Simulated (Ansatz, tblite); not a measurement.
Isomers of Li5Al5⁺ (doublet), found by a short tight-binding search and relaxed with PBE0-D4/def2-SVP in Ansatz.

The xTB rows come from tblite.

Run but left out: HF/STO-3G (A: a determinant that CCSD turns far, T1 0.066); HF/def2-SVP, HF/def2-TZVP, MP2/def2-SVP, MP2/def2-TZVP, CCSD/def2-SVP, CCSD(T)/def2-SVP (A: ⟨S²⟩ 1.56 to 1.61, where a pure state has 0.75); PBE-QIDH/def2-TZVP (C: ⟨S²⟩ 0.90, where a pure state has 0.75); r2SCAN-D4/def2-TZVP, PBE-QIDH/def2-TZVP (E: ⟨S²⟩ 1.19 to 1.53, where a pure state has 0.75).

E: At PBE0-D4/def2-SVP, PBE0-D4/def2-TZVP the charge 1 doublet is spin-contaminated (final ⟨S²⟩ up to 1.01, 0.75 for a pure state).

Other spin states weren't relaxed.

A:

Cartesian coordinates in Å:
```
Li -2.153 2.053 -1.407
Li 2.813 1.323 0.932
Li -2.093 0.493 1.568
Li 0.133 -2.991 -1.256
Li 1.047 0.565 -2.384
Al -1.174 -0.494 -0.956
Al -0.675 -1.846 1.230
Al 0.556 0.156 2.246
Al 0.125 1.586 0.095
Al 1.420 -0.846 -0.068
```

B:

Cartesian coordinates in Å:
```
Li 0.106 0.543 -2.977
Li -1.398 1.429 2.274
Li -2.877 -0.609 -0.725
Li 1.551 -2.359 0.843
Li 1.581 2.580 0.021
Al -0.977 -1.186 1.289
Al 1.118 0.309 1.638
Al -0.659 1.002 -0.358
Al -0.269 -1.604 -1.177
Al 1.824 -0.105 -0.827
```

C:

```xyz
10

Li   -2.274    2.504    1.196
Li    1.522   -3.250    2.111
Li    1.711    3.049   -0.826
Li   -1.798   -2.727    0.100
Li    1.643   -2.264   -1.686
Al   -1.690   -0.023    0.004
Al   -0.881    2.459   -1.082
Al    0.981    0.339   -1.342
Al    0.479   -1.372    0.574
Al    0.308    1.285    0.950
```

D:

```tsv
atom	x (Å)	y (Å)	z (Å)
Li1	1.098	-1.186	-2.935
Li2	-0.406	1.795	3.193
Li3	1.224	-1.550	2.167
Li4	-2.364	-1.011	0.813
Li5	-1.430	2.518	-0.463
Al6	0.048	-1.952	-0.298
Al7	2.176	-0.528	-0.316
Al8	-1.219	-0.008	-1.555
Al9	-0.070	0.559	0.935
Al10	0.943	1.363	-1.540
```

E:

```xyz
10

Li    1.607    0.075   -1.371
Li    2.203   -0.049    2.881
Li   -1.777   -3.124    0.372
Li    1.293    3.460    0.436
Li   -2.865    1.125   -2.019
Al   -0.752    2.237   -0.750
Al   -1.086   -0.350   -0.513
Al    0.579   -1.660    1.072
Al    0.391   -2.667   -1.258
Al    0.407    0.955    1.150
```

**Question.** Estimate their order by electronic energy at PBE0-D4/def2-TZVP, counted from the lowest.

**Answer.** B (0.0) < A (20.1) < D (41.4) < C (140.9) < E (152.5), in kJ/mol.

**Question.** Do the other levels pick the same lowest one?

**Answer.** Not GFN1-xTB, GFN2-xTB. Energies above each level's lowest (kJ/mol):

```
                level     A     B      C      D      E
             GFN1-xTB   0.0  38.0  166.1   21.3  156.2
             GFN2-xTB   0.0  11.1  137.0  108.6  121.7
LDA (SPW92)/def2-TZVP  19.6   0.0  152.0   46.7  159.5
      PBE-D4/def2-SVP  23.0   0.0  151.6   44.4  157.4
     PBE-D4/def2-TZVP  19.4   0.0  147.1   41.2  152.0
     PBE0-D4/def2-SVP  24.1   0.0  143.7   44.8  156.6
    PBE0-D4/def2-TZVP  20.1   0.0  140.9   41.4  152.5
```
Point groups (tolerance 0.1 Å): A Cs, B C4v, C Cs, D Cs, E not assigned. Lower isomers may exist.
